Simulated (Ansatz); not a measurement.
Compare A (`C[SiH2]SC#N`) with its isomer B (`C[SiH](S)C#N`).

Gas-phase electronic energies from Ansatz, PBE0-D4/def2-TZVP geometries. CBS: MP2 limit from def2 TZ/QZ plus the TZ coupled-cluster correction, frozen cores. Functionals use def2-TZVPP. B3LYP here is the variant with VWN-RPA as its local correlation; programs differ in this. One conformer a species, not always the lowest.

**Question.** Which is lower in electronic energy at CCSD(T)/CBS, and by how much? (Best estimate.)

**Answer.** Computed: B, by 18.1 kcal/mol.

**Question.** Give E(B) − E(A) in kcal/mol with B3LYP, B2PLYP, B3LYP-D4, ωB97M-V, r2SCAN-D4, CCSD/def2-TZVPP, PBE0-D4. (An estimate is asked.)

**Answer.** The calculation gave: B3LYP -16.3, B2PLYP -16.9, B3LYP-D4 -16.0, ωB97M-V -17.7, r2SCAN-D4 -15.6, CCSD/def2-TZVPP -18.6, PBE0-D4 -15.5. None reverses the order clearly.

Largest T1 diagnostic: 0.013.

From PBE to PBE0 (25 % exact exchange), in def2-TZVPP and without D4, E(B) − E(A) moves by −1.5 kcal/mol. In def2-TZVPP, CCSD(T) changes the Hartree–Fock value by +2.2 kcal/mol (the triples alone add +0.8 kcal/mol) and MP2 by +2.7 kcal/mol.
